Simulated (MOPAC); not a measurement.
MOPAC input (PM7):

```
PM7 FORCE THERMO(298,298) PRECISE LET UHF MS=0.5 GEO-OK AUX(PRECISION=9) THREADS=1
H2GaO2

Ga    0.14258294 1    0.13880157 1    0.17809843 1
O     0.84977075 1   -0.09038676 1   -1.48759043 1
H     1.69262201 1    0.27512673 1   -1.69868823 1
O    -1.47484631 1   -0.51810071 1    0.70685238 1
H    -1.78456121 1   -0.36463235 1    1.58383556 1
```

From the output:

```
     H    5   0.534060   0.094986   0.062056   4.105282   4.354200

          HEAT OF FORMATION =     -74.641546 KCALS/MOLE

          ZERO POINT ENERGY      12.561 KCAL/MOL

           NORMAL COORDINATE ANALYSIS (Total motion = 1 Angstrom)

   Root No.       1         2         3         4         5         6         7         8

                 1 A1      1 A2      1 B1      1 B2      2 A1      3 A1      2 B2      3 B2

                 135.6     150.0     191.2     565.5     608.0     774.3     802.3    2765.2

           1    0.0344   -0.0000   -0.0000   -0.0350   -0.0320    0.0004   -0.0312   -0.0003
           2   -0.0650    0.0000    0.0000   -0.0185    0.0606   -0.0007   -0.0165   -0.0001
           3   -0.0000   -0.0000   -0.0082   -0.0000    0.0000   -0.0000   -0.0000   -0.0000
           4    0.0435    0.0000   -0.0000    0.1200    0.2934   -0.0090    0.0566   -0.0174
           5    0.1851   -0.0000    0.0000   -0.0268   -0.0239   -0.0314    0.0263   -0.0226
           6    0.0000    0.0431   -0.0126   -0.0000   -0.0000   -0.0000    0.0000   -0.0000
           7   -0.0833   -0.0000    0.0000   -0.2588    0.0232   -0.3986    0.3689    0.2752
           8    0.2600    0.0000   -0.0000    0.2463    0.1698    0.2432   -0.2008    0.3827
           9    0.0000   -0.4569    0.4833    0.0000    0.0000    0.0000   -0.0000    0.0000
          10   -0.1775   -0.0000   -0.0000    0.0454   -0.1455    0.0310    0.0536   -0.0285
          11    0.0684    0.0000    0.0000    0.1142   -0.2559   -0.0102    0.0319   -0.0016
          12    0.0000   -0.0431   -0.0126    0.0000   -0.0000   -0.0000    0.0000    0.0000
          13   -0.1679    0.0000    0.0000    0.0578   -0.1533    0.0236    0.0419    0.4712
          14    0.2153   -0.0000   -0.0000   -0.3525    0.0765    0.4663    0.4179    0.0118
          15    0.0000    0.4569    0.4833   -0.0000    0.0000    0.0000    0.0000    0.0000

   Root No.       9

                 4 A1

                2794.2

           1   -0.0003
           2    0.0005
           3    0.0000
           4    0.0170
           5    0.0230
           6    0.0000
           7   -0.2703
           8   -0.3859
           9   -0.0000
          10   -0.0285
          11   -0.0011
          12   -0.0000
          13    0.4711
          14    0.0060
          15   -0.0000

           MASS-WEIGHTED COORDINATE ANALYSIS (NORMAL COORDINATES)

   Root No.       1         2         3         4         5         6         7         8

                 1 A1      1 A2      1 B1      1 B2      2 A1      3 A1      2 B2      3 B2

                 135.6     150.0     191.2     565.5     608.0     774.3     802.3    2765.2

           1    0.2211   -0.0000   -0.0000   -0.3173   -0.1505    0.0045   -0.3461   -0.0033
           2   -0.4184    0.0000    0.0000   -0.1677    0.2848   -0.0086   -0.1830   -0.0017
           3   -0.0000   -0.0000   -0.0986   -0.0000    0.0000   -0.0000   -0.0000   -0.0000
           4    0.1340    0.0000   -0.0000    0.5204    0.6602   -0.0525    0.3004   -0.1010
           5    0.5705   -0.0000    0.0000   -0.1164   -0.0537   -0.1824    0.1398   -0.1314
           6    0.0000    0.2485   -0.0728   -0.0000   -0.0000   -0.0000    0.0000   -0.0000
           7   -0.0645   -0.0000    0.0000   -0.2817    0.0131   -0.5815    0.4918    0.4013
           8    0.2011    0.0000   -0.0000    0.2681    0.0959    0.3547   -0.2677    0.5581
           9    0.0000   -0.6620    0.6999    0.0000    0.0000    0.0000   -0.0000    0.0000
          10   -0.5469   -0.0000   -0.0000    0.1970   -0.3275    0.1803    0.2847   -0.1655
          11    0.2106    0.0000    0.0000    0.4955   -0.5758   -0.0594    0.1695   -0.0094
          12    0.0000   -0.2485   -0.0728    0.0000   -0.0000   -0.0000    0.0000    0.0000
          13   -0.1299    0.0000    0.0000    0.0629   -0.0866    0.0344    0.0558    0.6872
          14    0.1665   -0.0000   -0.0000   -0.3838    0.0432    0.6802    0.5572    0.0173
          15    0.0000    0.6620    0.6999   -0.0000    0.0000    0.0000    0.0000    0.0000

   Root No.       9

                 4 A1

                2794.2

           1   -0.0031
           2    0.0058
           3    0.0000
           4    0.0988
           5    0.1334
           6    0.0000
           7   -0.3943
           8   -0.5630
           9   -0.0000
          10   -0.1659
          11   -0.0065
          12   -0.0000
          13    0.6873
          14    0.0087
          15   -0.0000

          DESCRIPTION OF VIBRATIONS

 VIBRATION          1    1A1         ATOM PAIR     ENERGY CONTRIBUTION    RADIAL
 FREQUENCY           135.61         Ga1 -- O 2         +47.5% (279.2%)      0.8%
 TRANSITION DIPOLE   0.2412         Ga1 -- O 4         +47.5% (279.2%)      0.8%
 TRAVEL (Ang.)       0.2614         O 4 -- H 5          +2.5% ( 64.3%)     99.9%
 REDUCED MASS        7.2752         O 2 -- H 3          +2.5% ( 64.3%)     99.9%
 EFFECTIVE MASS    158.6346
 FORCE CONSTANT      0.0788

 VIBRATION          2    1A2         ATOM PAIR     ENERGY CONTRIBUTION    RADIAL
 FREQUENCY           149.97         O 2 -- H 3         +49.6% ( 79.2%)      0.0%
 TRANSITION DIPOLE   0.0000         O 4 -- H 5         +49.6% ( 79.2%)      0.0%
 TRAVEL (Ang.)       0.9397         Ga1 -- O 2          +0.4% (  6.7%)      0.0%
 REDUCED MASS        0.5092         Ga1 -- O 4          +0.4% (  6.7%)      0.0%
 EFFECTIVE MASS      1.8890
 FORCE CONSTANT      0.0067

 VIBRATION          3    1B1         ATOM PAIR     ENERGY CONTRIBUTION    RADIAL
 FREQUENCY           191.22         O 4 -- H 5         +49.9% ( 62.3%)      0.0%
 TRANSITION DIPOLE   1.2790         O 2 -- H 3         +49.9% ( 62.3%)      0.0%
 TRAVEL (Ang.)       0.8473
 REDUCED MASS        0.4912
 EFFECTIVE MASS      1.2254
 FORCE CONSTANT      0.0106

 VIBRATION          4    1B2         ATOM PAIR     ENERGY CONTRIBUTION    RADIAL
 FREQUENCY           565.47         Ga1 -- O 2         +26.3% ( 73.0%)     99.6%
 TRANSITION DIPOLE   1.1777         Ga1 -- O 4         +26.3% ( 73.0%)     99.6%
 TRAVEL (Ang.)       0.1774         O 2 -- H 3         +23.7% ( 69.3%)      0.6%
 REDUCED MASS        3.7902         O 4 -- H 5         +23.7% ( 69.3%)      0.6%
 EFFECTIVE MASS     21.4938
 FORCE CONSTANT      0.7140

 VIBRATION          5    2A1         ATOM PAIR     ENERGY CONTRIBUTION    RADIAL
 FREQUENCY           608.02         Ga1 -- O 2         +31.2% ( 78.4%)     85.2%
 TRANSITION DIPOLE   1.6522         Ga1 -- O 4         +31.2% ( 78.4%)     85.2%
 TRAVEL (Ang.)       0.1267         O 4 -- H 5         +18.8% ( 61.0%)      8.7%
 REDUCED MASS        6.9110         O 2 -- H 3         +18.8% ( 61.0%)      8.7%
 EFFECTIVE MASS     22.1928
 FORCE CONSTANT      1.5053

 VIBRATION          6    3A1         ATOM PAIR     ENERGY CONTRIBUTION    RADIAL
 FREQUENCY           774.27         O 2 -- H 3         +47.4% ( 69.0%)      6.9%
 TRANSITION DIPOLE   0.6531         O 4 -- H 5         +47.4% ( 69.0%)      6.9%
 TRAVEL (Ang.)       0.4280         Ga1 -- O 4          +2.6% ( 16.2%)      9.7%
 REDUCED MASS        0.4754         Ga1 -- O 2          +2.6% ( 16.2%)      9.7%
 EFFECTIVE MASS      1.9299
 FORCE CONSTANT      0.1679

 VIBRATION          7    2B2         ATOM PAIR     ENERGY CONTRIBUTION    RADIAL
 FREQUENCY           802.34         O 4 -- H 5         +33.1% ( 60.4%)     32.4%
```
